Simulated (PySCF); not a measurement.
C₂H₅NSSi.
Bonds: N1–C2 (triple), C2–C3, C3–S4, S4–Si5. Hydrogens: H6, H7 on C3; H8, H9, H10 on Si5.

Method: PBE0-D3(BJ)/def2-SVP geometry optimisation, gas phase (PySCF).

Q: What internal coordinates does the optimisation give?

A: 
```csv
bond,length (Å),order
N1≡C2,1.157,triple
C2–C3,1.454,single
C3–S4,1.833,single
S4–Si5,2.155,single
"C3–H6, C3–H7",1.101,single
"Si5–H8, Si5–H9, Si5–H10",1.491,single
```

Bonds in one row agree within 0.01 Å and their mean is given. Orders are formal, as drawn. A selection of angles:
```csv
angle,degrees
N1–C2–C3,178.3
C2–C3–S4,113.7
C2–C3–H6,109.7
S4–C3–H6,110.7
S4–C3–H7,105.7
H6–C3–H7,107.5
C3–S4–Si5,100.6
S4–Si5–H8,103.9
S4–Si5–H9,109.8
S4–Si5–H10,111.6
H8–Si5–H9,110.9
H9–Si5–H10,109.5
```

Torsions: C2–C3–S4–Si5 64° (synclinal). The mirror-image conformer, all signs reversed, is as good.

S4 (sulfur bonded to C and Si) is bent (angle 100.6°). Si5 (SiH3 silicon) is distorted tetrahedral (angles from 103.9° to 111.6°).

Point group: C1 (no symmetry element, even within 0.4 Å). Stationary, but not proved a minimum. One conformer, not necessarily the lowest.

Hardware: one thread of an x86-64 server, no GPU (shared host). Cost: 11 s wall. That covers the optimisation of the geometry.
